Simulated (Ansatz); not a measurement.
Start from `O[SiH](O)O[SiH](O)Cl` and change one atom or group to get `CO[SiH](O)Cl`.

Ansatz, PBE0-D4/def2-TZVP geometries, multiplicity 1. Each molecule was computed in one conformer, which needn't be the lowest.

| property | `O[SiH](O)O[SiH](O)Cl` |
| --- | --- |
| LUMO energy (ωB97M-V/def2-TZVPP) / eV | 2.00 |
| size of the dipole moment (B3LYP/def2-TZVPP) / D | 0.78 |
| HOMO–LUMO gap (PBE0/def2-TZVPP) / eV | 9.83 |
| LUMO energy (B3LYP/def2-TZVPP) / eV | 0.16 |
| size of the dipole moment (ωB97M-V/def2-TZVPP) / D | 0.77 |
| HOMO energy (B3LYP/def2-TZVPP) / eV | -9.08 |

What does the change do to each property? (Estimate.)

Computed: 
| property | `CO[SiH](O)Cl` | shift |
| --- | --- | --- |
| LUMO energy (ωB97M-V/def2-TZVPP) / eV | 2.29 | 0.29 |
| size of the dipole moment (B3LYP/def2-TZVPP) / D | 1.58 | 0.80 |
| HOMO–LUMO gap (PBE0/def2-TZVPP) / eV | 9.42 | -0.41 |
| LUMO energy (B3LYP/def2-TZVPP) / eV | 0.39 | 0.23 |
| size of the dipole moment (ωB97M-V/def2-TZVPP) / D | 1.59 | 0.82 |
| HOMO energy (B3LYP/def2-TZVPP) / eV | -8.46 | 0.62 |

With PBE0 the HOMO rises by 0.62 eV and the LUMO rises by 0.22 eV, so the gap narrows by about 0.40 eV. PBE moves the HOMO by 0.59 eV and ωB97M-V by 0.59 eV. Dipoles are sizes alone; their direction can turn.

B3LYP here is the variant with VWN-RPA as its local correlation; programs differ in this.
